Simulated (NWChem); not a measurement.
diiodomethane (CH₂I₂); SMILES ICI

```xyz
5

I      1.8134     0.0000     0.0903
C      0.0000     0.0000    -1.0422
I     -1.8134     0.0000     0.0903
H      0.0000     0.9029    -1.6605
H      0.0000    -0.9029    -1.6605
```
Atoms are numbered in this order, from 1.

All runs: NWChem. Medium grid unless said otherwise, to which SCAN and Minnesota functionals are sensitive. All runs use the structure optimised with PBE0/def2-SVP. def2 effective core potentials on I; no spin-orbit coupling. Total energies of different functionals are on different scales.

```json
[
 {"level": "LDA (Slater exchange, VWN5)/def2-TZVPD", "energy (Ha)": "-633.5491", "highest occupied level (eV)": "-6.46", "orbital gap (eV)": "3.44", "dipole (D)": "1.12", "relative time": "1"},
 {"level": "PBE/def2-TZVPD", "energy (Ha)": "-634.6565", "highest occupied level (eV)": "-6.30", "orbital gap (eV)": "3.45", "dipole (D)": "1.09", "relative time": "1"},
 {"level": "BLYP/def2-TZVPD", "energy (Ha)": "-634.6037", "highest occupied level (eV)": "-6.12", "orbital gap (eV)": "3.38", "dipole (D)": "1.07", "relative time": "1"},
 {"level": "TPSS/def2-TZVPD", "energy (Ha)": "-634.5221", "highest occupied level (eV)": "-6.39", "orbital gap (eV)": "3.62", "dipole (D)": "1.14", "relative time": "1"},
 {"level": "r2SCAN/def2-TZVPD", "energy (Ha)": "-634.9399", "highest occupied level (eV)": "-6.58", "orbital gap (eV)": "3.85", "dipole (D)": "1.17", "relative time": "2"},
 {"level": "B3LYP/def2-TZVPD", "energy (Ha)": "-634.9255", "highest occupied level (eV)": "-7.16", "orbital gap (eV)": "4.92", "dipole (D)": "1.12", "relative time": "1"},
 {"level": "PBE0/def2-TZVPD", "energy (Ha)": "-634.7109", "highest occupied level (eV)": "-7.40", "orbital gap (eV)": "5.38", "dipole (D)": "1.15", "relative time": "1"},
 {"level": "M06-2X/def2-TZVPD", "energy (Ha)": "-634.5568", "highest occupied level (eV)": "-8.52", "orbital gap (eV)": "7.27", "dipole (D)": "1.15", "relative time": "2"},
 {"level": "CAM-B3LYP/def2-TZVPD", "energy (Ha)": "-634.7141", "highest occupied level (eV)": "-8.62", "orbital gap (eV)": "7.62", "dipole (D)": "1.14", "relative time": "20"},
 {"level": "Hartree-Fock/def2-TZVPD", "energy (Ha)": "-632.3555", "highest occupied level (eV)": "-9.82", "orbital gap (eV)": "10.59", "dipole (D)": "1.32", "relative time": "1"}
]
```

Times are rough ratios from one shared machine.
